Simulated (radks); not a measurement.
Spin polarisation of the 3d1 shell in Sc. Start: [Ar] 3d(up 0.5, down 0.5) 4s2; electrons of 3d are moved from spin down to spin up, other shells keep equal spins. Calculated with a radial shooting solver on a logarithmic mesh with Libxc functionals: scalar-relativistic Kohn-Sham, r2SCAN, spin-polarised, spherical densities, finite nucleus; meta-GGA in the generalised Kohn-Sham scheme; Fermi nuclear charge, rms radius of each element as measured or else 0.836 A^(1/3) + 0.57 fm.

moment (Bohr magnetons)  E - E(0) (eV)  e(3d up) (eV)  e(3d down) (eV)  4s down minus up (eV)  3p down minus up (eV)
0                                0.000         -3.002           -3.002                 0.000                 0.000
0.25                            -0.015         -3.121           -2.876                  0.090                  0.260
0.5                             -0.061         -3.230           -2.742                  0.182                  0.520
0.75                            -0.137         -3.330           -2.601                  0.274                  0.779
1                               -0.243         -3.418           -2.454                  0.369                  1.035

At moment 1 the spin-polarisation energy is -0.243 eV and the 3d exchange splitting 0.964 eV, that is 0.964 eV per Bohr magneton; E = -I m^2/4 would give I = 0.973 eV.
